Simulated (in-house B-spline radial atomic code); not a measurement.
Inner levels of neodymium as electrons are removed. A shift is the extra binding of the orbital against the neutral atom ([Xe] 4f4 6s2). Computed with a B-spline radial code for spherical atoms: non-relativistic Hartree-Fock, average of the configuration, point nuclei.

This level leaves out relativity, spin-orbit splitting included, which matters for heavy ions.

```
  ion  configuration  shift of 3p (eV)  shift of 1s (eV)  shift of 2p (eV)  radius of 3p (bohr)  radius of 1s (bohr)  radius of 2p (bohr)  Σ<r²> (bohr²)  change of density at nucleus (bohr⁻³)
Nd30+  [Ar] 3d10 4s2           1004.92            1091.4           1069.41              0.26539             0.025295             0.091662         2.1031                                 352.51
Nd31+  [Ar] 3d10 4s1                 ?                 ?                 ?                    ?                    ?                    ?              ?                                      ?
Nd32+      [Ar] 3d10           1108.57           1212.21           1184.19              0.26462             0.025294             0.091625         1.3917                                -569.93
Nd33+       [Ar] 3d9            1194.9            1329.8           1299.01              0.26267             0.025295             0.091539         1.3047                                -501.39
Nd34+       [Ar] 3d8           1282.46           1449.73           1415.91              0.26074             0.025295             0.091449         1.2212                                -430.91
Nd35+       [Ar] 3d7                 ?                 ?                 ?                    ?                    ?                    ?              ?                                      ?
Nd36+       [Ar] 3d6                 ?                 ?                 ?                    ?                    ?                    ?              ?                                      ?
Nd37+       [Ar] 3d5           1552.47           1823.55           1779.06              0.25509             0.025296             0.091156        0.98944                                 -207.8
Nd38+       [Ar] 3d4            1644.9           1952.82           1904.22              0.25324             0.025296             0.091051        0.91795                                -129.52
Nd39+       [Ar] 3d3           1738.53           2084.42           2031.41              0.25142             0.025296             0.090942        0.84909                                -49.288
Nd40+       [Ar] 3d2           1833.37           2218.35           2160.63              0.24962             0.025296             0.090829        0.78275                                 32.904
Nd41+       [Ar] 3d1           1929.41           2354.59           2291.86              0.24784             0.025297             0.090712         0.7188                                 117.06
```

Problem. Fill in the row of Nd31+.

Solution. shift of 3p (eV): 1056.45; shift of 1s (eV): 1151.36; shift of 2p (eV): 1126.41; radius of 3p (bohr): 0.26501; radius of 1s (bohr): 0.025295; radius of 2p (bohr): 0.091644; Σ<r²> (bohr²): 1.7427; change of density at nucleus (bohr⁻³): -100.37.

Problem. Fill in the row of Nd35+.

Solution. shift of 3p (eV): 1371.25; shift of 1s (eV): 1572; shift of 2p (eV): 1534.9; radius of 3p (bohr): 0.25884; radius of 1s (bohr): 0.025295; radius of 2p (bohr): 0.091355; Σ<r²> (bohr²): 1.1409; change of density at nucleus (bohr⁻³): -358.49.

Problem. Fill in the row of Nd36+.

Solution. shift of 3p (eV): 1461.25; shift of 1s (eV): 1696.61; shift of 2p (eV): 1655.95; radius of 3p (bohr): 0.25695; radius of 1s (bohr): 0.025295; radius of 2p (bohr): 0.091257; Σ<r²> (bohr²): 1.0637; change of density at nucleus (bohr⁻³): -284.12.
